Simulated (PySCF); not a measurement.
Compound: C10H9N.
InChI=1S/C10H9N/c11-7-1-4-10-5-2-9(8-10)3-6-10/h1-6,9H,8H2/b4-1-/t9-,10+

The closed-shell ground state was solved at several levels (PySCF, density fitting, gas phase, non-relativistic). The structure is a single PBE0-D3(BJ)/def2-SVP conformer in the gas phase; no vibrational or solvent corrections.

| level | basis functions | total energy (Eh) | HOMO (eV) | LUMO (eV) | gap (eV) | dipole (D) |
| --- | --- | --- | --- | --- | --- | --- |
| PBE0/pcSseg-1 | 232 | -440.5408 | -6.80 | -1.58 | 5.22 | 3.96 |
| PBE0/def2-SVPD | 292 | -440.2966 | -6.81 | -1.61 | 5.20 | 4.00 |

(1) Estimate the row for B3LYP/pcJ-1, a basis of 387 functions; the other rows only guide the guess.

(2) Over all these levels, which gives the widest orbital gap and which the narrowest?

(3) How far do the dipole and the HOMO energy spread over the levels?

Results:

(1) Total energy -441.1353 Eh, HOMO -6.54 eV, LUMO -1.75 eV, gap 4.79 eV, dipole 3.95 D.

(2) PBE0/pcSseg-1 (global hybrid, 25 % exact exchange) has the widest, 5.22 eV, and B3LYP/pcJ-1 (global hybrid, 20 % exact exchange) the narrowest, 4.79 eV. Functional and basis both differ between the two, so the spread mixes both effects.

(3) The dipole runs from 3.95 to 4.00 D (mean 3.97 D) and the HOMO from -6.81 to -6.54 eV.
